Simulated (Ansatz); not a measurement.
Isomers of CH₄FNO₂Si, relaxed with PBE0-D4/def2-TZVP in Ansatz; electronic energies, one conformer each and not always the lowest. Functionals use def2-TZVPP; CBS adds triple-zeta CCSD(T) − MP2 to the MP2 limit of def2-TZVPP and def2-QZVPP.

**Question.** Order them by energy at frozen-core CCSD(T)/CBS, lowest first. (Estimate.)
A. `N[Si]1(F)OCO1`
B. `NC1(F)O[SiH2]O1`
C. `O[Si@@H]1N[C@H](F)O1`

**Answer.** A (0.0 kcal/mol), C (42.8 kcal/mol), B (71.4 kcal/mol).

**Question.** How do B3LYP, HF/CBS(def2), B3LYP-D4, ωB97M-V place them (kcal/mol, against `N[Si]1(F)OCO1`)? (An estimate is asked.)

**Answer.** The calculation gave: 
```json
{"isomer": "`NC1(F)O[SiH2]O1`", "B3LYP": "69.2", "HF/CBS(def2)": "71.2", "B3LYP-D4": "69.0", "ωB97M-V": "68.4"}
{"isomer": "`O[Si@@H]1N[C@H](F)O1`", "B3LYP": "41.3", "HF/CBS(def2)": "44.3", "B3LYP-D4": "41.2", "ωB97M-V": "41.1"}
```

B3LYP here is the variant with VWN-RPA as its local correlation; programs differ in this.
